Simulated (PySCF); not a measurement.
Ligands exchanged one at a time, Ga CH3-NH2. Isolated molecules, 0 K electronic values unless said otherwise. One relaxed conformer stands for each flexible species; it need not be the lowest. Strings in code marks are SMILES.

The numbers are results of PBE-D3(BJ)/def2-TZVP // B3LYP-D3(BJ)/def2-TZVP run with PySCF, not measurements. Excitations are Tamm–Dancoff values on a coarser integration grid. The basis has no diffuse functions, so Rydberg states are missing or too high.

| species | T1 excitation (TDA) (eV) | HOMO–LUMO gap (eV) | HOMO (eV) |
|---|---|---|---|
| 0 of 3 CH3 replaced by NH2 (`[CH3][Ga]([CH3])[CH3]`) | 4.65 | 4.84 | -6.19 |
| 1 of 3 CH3 replaced by NH2 | 4.57 | 5.00 | -5.62 |
| 2 of 3 CH3 replaced by NH2 (`[CH3][Ga]([NH2])[NH2]`) | 4.60 | 4.75 | -5.16 |
| 3 of 3 CH3 replaced by NH2 (`[NH2][Ga]([NH2])[NH2]`) | 4.44 | 4.60 | -5.31 |
